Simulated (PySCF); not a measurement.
These 5 structures share the formula C5H10OSi. Theory: PBE0-D3(BJ)/def2-SVP geometry optimisation, gas phase (PySCF). One conformer each; no zero-point energy, no entropy. No frequencies were run at this level. Point groups hold within 0.08 Å.

Question: Order them by energy at this level, lowest first, and give relative energies in kcal/mol.
A. `[CH2:1]=[CH:2]/[CH:3]=[C:4](\[CH3:5])[O:6][SiH3:7]` with C1–C2–C3–C4 179°, C3–C4–O6–Si7 -3°
B. `[CH3:1][C:2]#[C:3][CH2:4][SiH2:5][O:6][CH3:7]` with C3–C4–Si5–O6 -179°, C4–Si5–O6–C7 -178°
C. `[CH2:1]=[CH:2]/[CH:3]=[CH:4]/[CH2:5][O:6][SiH3:7]` with C1–C2–C3–C4 -179°, C3–C4–C5–O6 132°, C4–C5–O6–Si7 180°
D. `[CH3:1][O:2][SiH:3]1[CH2:4][CH:5]=[CH:6][CH2:7]1` with C1–O2–Si3–C4 74°
E. `[CH2:1]=[CH:2]/[CH:3]=[C:4](/[CH3:5])[O:6][SiH3:7]` with C1–C2–C3–C4 180°, C3–C4–O6–Si7 170°

Answer: D (0.0), A (22.3), E (22.8), C (33.3), B (36.7).

As drawn, the lowest has a C=C bond outside aromatic rings, which the highest lacks; the highest has a C≡C bond, which the lowest lacks. Neighbours under 2.5 kcal/mol apart (C=C/C=C(\C)O[SiH3] and C=C/C=C(/C)O[SiH3]) can change places with a better method, another conformer or zero-point energy. C=C/C=C(\C)O[SiH3] and C=C/C=C(/C)O[SiH3] are stereoisomers, 0.5 kcal/mol apart in the conformers taken.

```tsv
SMILES	E (Eh)	E rel (kcal/mol)	dipole (D)	point group	A, B, C (MHz)
CO[SiH]1CC=CC1	-560.56891	0.0	0.89	C1	4428, 1501, 1287
C=C/C=C(\C)O[SiH3]	-560.53343	22.3	0.53	near Cs	3335, 1210, 902.7
C=C/C=C(/C)O[SiH3]	-560.53250	22.8	2.04	–	4205, 1097, 884.5
C=C/C=C/CO[SiH3]	-560.51587	33.3	0.98	C1	13733, 605.1, 600.3
CC#CC[SiH2]OC	-560.51040	36.7	0.70	near Cs	10221, 698.9, 667.6
```

How do the relative energies change in single points at CAM-B3LYP/pcSseg-1 (no added dispersion term) on the same geometries?

```csv
SMILES,PBE0-D3(BJ)/def2-SVP (kcal/mol),CAM-B3LYP/pcSseg-1 (kcal/mol),shift
CO[SiH]1CC=CC1,0.0,0.0,0.0
C=C/C=C(\C)O[SiH3],22.3,18.8,-3.5
C=C/C=C(/C)O[SiH3],22.8,19.3,-3.5
C=C/C=C/CO[SiH3],33.3,26.8,-6.5
CC#CC[SiH2]OC,36.7,30.0,-6.7
```

Each column counts from its own lowest isomer. The order is unchanged; the largest shift is 6.7 kcal/mol.
